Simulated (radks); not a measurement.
Spherical quantum dot in the effective-mass picture: electrons in a parabolic well V = omega^2 r^2 / 2 with omega = 4.04, all in effective atomic units (hartree* = m*/eps^2 hartree, bohr* = eps/m* bohr), one dielectric constant everywhere. Method: non-relativistic Kohn-Sham, LDA (Slater exchange, Perdew-Wang correlation), spin-polarised, spherical densities; computed with a radial shooting solver with Libxc functionals. Levels are named by radial order and angular momentum (1s, 1p, 1d, 2s, ...), and open shells are averaged over m. Results are scaled to m* = 0.095 and eps = 15.3, for which hartree* = 11.04 meV and bohr* = 8.523 nm.

N = 7, configuration 1s2 1p(up 3, down 2). This is the lowest configuration that the search found. Occupied and some empty levels:

level,occupation,eigenvalue (meV),<r> (nm)
1s up,1,153.10,5.384
1s down,1,153.99,5.381
1p up,3,188.59,6.974
1p down,2,189.49,6.982
1d up,0,226.10,8.201
1d down,0,226.91,8.214
2s up,0,229.46,7.523
2s down,0,230.08,7.532
1f up,0,265.11,9.237
1f down,0,265.79,9.252

Energy (meV): total 955.513, kinetic 288.19, external 415.76, Hartree 316.90, exchange-correlation -65.336.
